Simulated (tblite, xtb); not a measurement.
H$_{3}$Ga, charge +1, doublet, at a GFN2-xTB geometry (such geometries of metal compounds can be far from the true shape) (a state made from the parent by changing its charge; the spin is typed, not shown lowest). Base run: GFN1-xTB run with xtb 6.7.1.

The xtb input:
```
$ xtb mol.xyz --gfn 1 --chrg 1 --uhf 1 --json

# file mol.xyz
4

Ga     0.00000000     0.00000000     0.00000000
H      0.70473237    -0.45461564     1.43946828
H     -0.32010954     1.60719813    -0.29972668
H     -0.38462283    -1.15258249    -1.13974160
```

Programs used: tblite, xtb; a row that names a program was run with it.

Each row names what was changed in the base input (with any setting that the change needs).

```json
[
 {"change": "base", "ΔE vs base (kcal/mol)": "0.000", "SCF cycles": "9"},
 {"change": "program = tblite; method = gfn1", "ΔE vs base (kcal/mol)": "0.000", "SCF cycles": "-"},
 {"change": "acc = 0.1", "ΔE vs base (kcal/mol)": "0.000", "SCF cycles": "9"},
 {"change": "program = tblite; method = gfn1; option = (--etemp, 2000)", "ΔE vs base (kcal/mol)": "-4.68", "SCF cycles": "-"},
 {"change": "etemp = 1000", "ΔE vs base (kcal/mol)": "-1.93", "SCF cycles": "8"},
 {"change": "etemp = 3000", "ΔE vs base (kcal/mol)": "-7.44", "SCF cycles": "8"},
 {"change": "etemp = 10000", "ΔE vs base (kcal/mol)": "-29.05", "SCF cycles": "8"},
 {"change": "acc = 30", "ΔE vs base (kcal/mol)": "0.000", "SCF cycles": "6"},
 {"change": "program = tblite; method = gfn1; option = (--guess, eeq)", "ΔE vs base (kcal/mol)": "0.000", "SCF cycles": "-"},
 {"change": "alpb = acetone", "ΔE vs base (kcal/mol)": "-48.99", "SCF cycles": "10"}
]
```

ALPB and GBSA are two models with their own fitted parameters for each solvent, which aren't always the measured dielectric constant.
